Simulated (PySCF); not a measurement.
CH₇Cl₂NSi₂. Atoms are numbered in the order given.

```xyz
13

C     -2.0213    -0.0641    -1.4898
N     -1.8108    -0.6003    -0.1540
Si    -0.5394    -0.1625     0.9255
Cl    -0.7237     1.7221     1.8844
Si     1.4739     0.1345    -0.2431
Cl     1.7222    -1.4040    -1.6447
H     -2.5075    -0.8170    -2.1450
H     -1.0443     0.1757    -1.9579
H     -2.6405     0.8620    -1.5117
H     -2.6439    -1.0272     0.2609
H     -0.5242    -1.1873     2.0193
H      2.6408     0.1218     0.7040
H      1.4657     1.4443    -0.9806
```

Coordinates come from a PBE-D3(BJ)/def2-SVP optimisation. The structure was generated by enumeration; whether it is a known compound was not checked. The values are those of a single conformer.

Calculation: PBE0/pcSseg-1 (PySCF).

GIAO shieldings, no solvent; atoms listed in one row are averaged. δ = σ(ref) − σ: ¹³C against TMS (σ = 186.3 ppm); ¹⁵N against NH3 (σ = 267.4 ppm); ²⁹Si against TMS (σ = 352.7 ppm); ³⁵Cl against HCl (σ = 945.9 ppm); ¹H against TMS (σ = 31.56 ppm), references at their B3LYP-D3(BJ)/def2-TZVP geometries, non-relativistic (without spin–orbit terms, shifts of atoms bonded to Cl or Br come out too high).

Computed chemical shifts:
| nucleus | atoms | count | δ (ppm) |
|---|---|---|---|
| ¹³C | C1 | 1 | 36.7 |
| ¹⁵N | N2 | 1 | 50.5 |
| ²⁹Si | Si3 | 1 | -6.7 |
| ²⁹Si | Si5 | 1 | -29.6 |
| ³⁵Cl | Cl4 | 1 | 74.6 |
| ³⁵Cl | Cl6 | 1 | -78.8 |
| ¹H | H11 | 1 | 5.87 |
| ¹H | H13 | 1 | 5.67 |
| ¹H | H12 | 1 | 5.45 |
| ¹H | H7, H8, H9 | 3 | 3.34 |
| ¹H | H10 | 1 | 1.84 |
